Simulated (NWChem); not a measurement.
Two isomers of C2H4BFO2, each optimised at PBE0/def2-SVP with NWChem. Flexible species stand in one conformer each, which need not be the lowest. 

A: O1CB(F)OC1
B: FB1OCCO1

Task: Which is lower in energy, by how much, and how do their other properties compare?

Result: B is lower by 34.0 kcal/mol in electronic energy; with zero-point energies, B − A = -33.2 kcal/mol.
```json
[
 {"": "highest occupied level (eV)", "A": "-7.70", "B": "-8.26"},
 {"": "orbital gap (eV)", "A": "8.43", "B": "9.63"},
 {"": "dipole (D)", "A": "1.04", "B": "3.29"},
 {"": "highest harmonic frequency (cm⁻¹)", "A": "3129", "B": "3140"},
 {"": "zero-point energy (kcal/mol)", "A": "45.5", "B": "46.3"}
]
```
